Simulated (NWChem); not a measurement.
## Relativistic effects in Bi

SMILES: [Bi]
```xyz
1

Bi     0.0000     0.0000     0.0000
```
Charge 0, spin multiplicity 4.

All runs are NWChem calculations.

Functional PBE0, all-electron basis x2c-SVPall-2c, contracted for the X2C Hamiltonian and used here with ZORA. The ion keeps the geometry and has multiplicity 3 in the scalar run; the spin-orbit run starts from the same electron counts.

The cost column gives rough processor time relative to scalar ZORA; each entry includes its own SCF.

No SCF solution was tested for a lower state.

```tsv
Hamiltonian	ΔSCF ionisation energy (eV)	relative cost
scalar ZORA	8.65	1
spin-orbit ZORA	7.30	under 3
```

From scalar ZORA to spin-orbit ZORA the ionisation energy decreases by 1.36 eV.
